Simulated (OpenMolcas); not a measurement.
## S: effect of the active space

```json
{
 "Program": "OpenMolcas",
 "Method": "SS-CASPT2 or its RAS form, IPEA 0.25 Eh, imaginary shift 0.1 Eh",
 "Basis": "ANO-RCC-VTZP",
 "Scalar Hamiltonian": "DKH2, point nucleus",
 "Spin-orbit coupling": "state interaction with AMFI integrals over the reference wave functions, term energies averaged over their components"
}
```

A. 4 electrons in 3 orbitals (3p); 2S+1 = 3 even, 3 roots; 2S+1 = 1 even, 6 roots; closed shells correlated: 2s 2p 3s; CASPT2 step roughly 1.2 core-seconds
B. 6 electrons in 4 orbitals (3s 3p); 2S+1 = 3 even, 3 roots; 2S+1 = 1 even, 6 roots; 2S+1 = 3 odd, 3 roots (0 in the spin-orbit step); closed shells correlated: 2s 2p; CASPT2 step about 1 core-seconds
C. 6 electrons in 8 orbitals (3s 3p 4s 4p); 2S+1 = 3 even, 3 roots; 2S+1 = 1 even, 6 roots; 2S+1 = 3 odd, 3 roots (0 in the spin-orbit step); closed shells correlated: 2s 2p; CASPT2 step about 5 core-seconds
D. 6 electrons in 9 orbitals (RAS2 3s 3p; RAS3 3d, at most 2 electrons); 2S+1 = 3 even, 3 roots; 2S+1 = 1 even, 6 roots; 2S+1 = 3 odd, 3 roots; closed shells correlated: 2s 2p; CASPT2 step roughly 10 core-seconds

Energies in cm-1 above 3s2 3p4 3P2, the measured ground level; measured values from NIST Handbook of Basic Atomic Spectroscopic Data.

```
      Level      A      B      C      D  Measured
3s2 3p4 3P2    0.0    0.0    0.0    0.0       0.0
3s2 3p4 3P1    369    369    355    357       396
3s2 3p4 3P0    538    538    517    521       574
3s2 3p4 1D2   9580   9590   9930   9640      9239
3s2 3p4 1S0  23640  22130  22720  22630     22180
```

Deviations, from unrounded energies. A percentage is the sum of absolute deviations over the sum of measured energies, with the sign that they share, or ± where signs differ.

```csv
Against measurement,Levels,A,B,C,D
mean absolute deviation (cm-1),4,470,120,330,230
fine structure of the ground term (%),2,-6.5,-6.5,-10.1,-9.4
other terms of the ground configuration (%),2,+5.7,±1.3,+3.9,+2.7
```

B lies closest to measurement on these levels and A furthest from it. The largest miss of B in the table is 3s2 3p4 1D2, by +350 cm-1. The ranking rests on the paired levels alone, and a cruder setting can come out closer through cancelling errors.

Among A to D the level of the table that moves most is 3s2 3p4 1S0, by 1500 cm-1 (lowest in B, highest in A). Moves below CASPT2's spread within the term are not significant.

CASPT2 breaks the degeneracy within a term, and the mean is taken; among the terms shown or strongly mixed into the levels shown the widest spread is 160 cm-1 (3s2 3p4 1D, B). With the s shell closed, the reference lacks s² → p² mixing (holds for A). No level of 3s 3p5 was computed, though it lies in the active space (holds for B; C). Active for correlation alone: 4p 4s; no level in the range computed is led by a configuration that fills them, so any true level of that kind is missing (holds for C). Active for correlation alone: 3d; no level in the range computed is led by a configuration that fills it, so any true level of that kind is missing (holds for D). Computed and measured levels are paired by configuration, term and J; levels that our copy of the source lacks, or whose pairing is in doubt (as where it misses far off the trend of its configuration), stay unpaired and out of the deviations. Only configurations of the active space appear. The table leaves out levels that lie high or whose names do not pair safely across all columns.
